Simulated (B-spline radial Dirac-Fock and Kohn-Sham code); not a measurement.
X-ray lines that fill the 2p3/2 vacancy in Ta³⁺

System: Ta³⁺, configuration 1s2 2s2 2p6 3s2 3p6 3d10 4s2 4p6 4d10 4f14 5s2 5p6 5d2.

Level of theory: a relativistic independent-particle model: LDA orbitals of the hole state, radiative multipoles to third order, Auger rates from the Coulomb interaction with a continuum orbital, Dirac-Fock energies; a radial finite-basis atomic code.

```
        line  multipole  energy (eV)  width (meV)  share (%)
  Lℓ (L3-M1)         E1       7166.1         42.1       3.60
       L3-M2         E2       7408.9        0.432     0.0369
       L3-M3         E2       7682.8        0.392     0.0336
 Lα2 (L3-M4)         E1       8087.4         96.3       8.24
 Lα1 (L3-M5)         E1       8145.8          850       72.7
 Lβ6 (L3-N1)         E1       9309.0         10.1      0.867
Lβ15 (L3-N4)         E1       9637.8         16.5       1.41
 Lβ2 (L3-N5)         E1       9649.3          148       12.6
 Lβ7 (L3-O1)         E1       9805.4         1.83      0.156
       L3-N7         E2       9858.2        0.416     0.0356
       L3-O4         E1       9883.7        0.286     0.0245
 Lβ5 (L3-O5)         E1       9884.4         2.56      0.219
```

The listed lines hold 100.0 % of the radiative rate. The radiative width is 1.17 eV in the length form and 1.19 eV in the velocity form; the two differ because the transition energies are not eigenvalue differences of the potential that gave the orbitals.

Values without a named source are computed, but for edge energies of neutral atoms, which are taken from tables.
